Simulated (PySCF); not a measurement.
CdTe, SMILES [Cd]=[Te]. Atoms are numbered in the order given.

```xyz
2

Cd     0.0000     0.0000    -1.3250
Te     0.0000     0.0000     1.2231
```
Charge 0, spin multiplicity 1.

Coordinates come from a PBE0-D3(BJ)/def2-TZVP optimisation. The def2 effective core potentials stand for the cores of Cd, Te; spin–orbit coupling is left out.

Level of theory: PySCF with PBE0/def2-TZVPD.

Mulliken values depend strongly on the basis, most of all with diffuse functions as here. ESP charges are fitted to the potential on shells at 1.4 to 2.0 van der Waals radii. Atomic charges (e):

| atom | Mulliken | ESP fit |
|---|---|---|
| Cd1 | 0.32 | (withheld) |
| Te2 | -0.32 | (withheld) |

Question: Complete the blanks. (An estimate is asked for; the answer gives what the named calculation found.)

Answer: 
- Cd1, ESP fit: 0.50
- Te2, ESP fit: -0.50
